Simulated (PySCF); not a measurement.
Electronic structure of Be⁺ (beryllium, charge +1) at the UHF level

Configuration: [He] 2p1, 2P determinant (an excited configuration). Computed with PySCF 2.14 in x2c-QZVPPall with one added diffuse shell each of s, p type (8s5p2d1f, 40 functions), with the spin-free X2C one-electron Hamiltonian (Gaussian nucleus).

| Property | Result |
| --- | --- |
| Total energy | -14.133247 hartree |
| One-electron energy | -17.4532 hartree |
| Hartree (Coulomb) energy | 5.8122 hartree |
| Exchange energy | -2.4923 hartree |
| ⟨S²⟩ | 0.7500 |
| ⟨L²⟩ | 2.000 |
| Sum of ⟨r⟩ | 3.201 bohr |
| Sum of ⟨r²⟩ | 7.271 bohr² |
| Traceless quadrupole moment −½Σ⟨3z² − r²⟩ along its main axis | -2.72 e·bohr² |
| Langevin diamagnetic susceptibility | -5.76 ×10⁻⁶ cm³/mol |

| shell | electrons | mean orbital energy (eV) | rms radius, mean of both spins (bohr) |
| --- | --- | --- | --- |
| 1s α | 1 | -140.18 | 0.484 |
| 1s β | 1 | -139.92 | 0.484 |
| 2p α | 1 | -14.146 | 2.61 |

Spin-orbit constants ζ (cm⁻¹) from the X2C one-electron operator on these orbitals: bare nucleus, nucleus screened by l(l+1)(2l+1)/3 electrons, and screened by the Breit-Pauli mean field of the electrons.

```
shell   bare  screened nucleus  mean field
   2p  10.92             5.461       3.703
```

To first order the Landé constant is A = 3.703 cm⁻¹, so the lowest level has J = 1/2 and lies 0.000459 eV below the centre of the term.
